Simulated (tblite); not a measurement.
C4H7O (SMILES [CH2]CC(C)=O), doublet, geometry from GFN2-xTB; IPEA1-xTB run with tblite.

Here is a job for tblite.
```
$ tblite run mol.xyz --method ipea1 --charge 0 --spin 1 --json tblite.json --no-restart

# file mol.xyz
12

C     -1.42055904     0.97227624    -0.27106124
C     -0.91568814    -0.33770568    -0.67872360
C      0.32999827    -0.33321045     0.22244212
C      1.55036429     0.27980461    -0.41307696
O      0.30471634    -0.76323963     1.34950346
H     -2.01381161     1.06446793     0.61758099
H     -1.04930845     1.87029015    -0.72700981
H     -1.57598079    -1.15352340    -0.39106290
H     -0.63727068    -0.39629349    -1.72902780
H      2.25861737     0.58183032     0.35481969
H      2.02304901    -0.47646662    -1.04012550
H      1.29228233     1.12862385    -1.03868424
```

The log (banner, timings and long lists left out):

```
xTB calculator
 | screened Coulomb repulsion
 | Coulomb electrostatics
 |  * isotropic Klopman-Ohno-Mataga-Nishimoto electrostatics
 |  * onsite third-order electrostatics
 | DFT-D3(BJ) dispersion correction

halogen bonding energy    0.0000000000000E+00 Eh
repulsion energy          2.9151347321772E-01 Eh
dispersion energy        -3.7465981555073E-03 Eh
number of electrons       2.9000000000000E+01 e
integral cutoff           4.0000000000000E+01 bohr

------------------------------------------------------------
  cycle        total energy    energy error   density error
------------------------------------------------------------
      1     -17.94393844159  -1.8231705E+01   5.1551299E-01
      2     -18.00681029681  -6.2871855E-02   3.3205775E-01
      3     -17.93709102413   6.9719273E-02   2.5051326E-01
      4     -18.21058585726  -2.7349483E-01   1.5047670E-02
      5     -18.21174772529  -1.1618680E-03   5.0972369E-03
      6     -18.21184162277  -9.3897487E-05   3.0317200E-03
      7     -18.21189942701  -5.7804235E-05   8.2964701E-04
      8     -18.21189691987   2.5071346E-06   6.8987187E-04
      9     -18.21190088606  -3.9661828E-06   9.9239076E-05
     10     -18.21190097040  -8.4347221E-08   2.1232976E-05
     11     -18.21190097289  -2.4879441E-09   1.5673227E-06
------------------------------------------------------------

electronic energy        -1.8499667847953E+01 Eh
total energy             -1.8211900972890E+01 Eh

Post processing:
 | Mayer-Wiberg bond orders

[Info] JSON dump of results written to 'tblite.json'
```
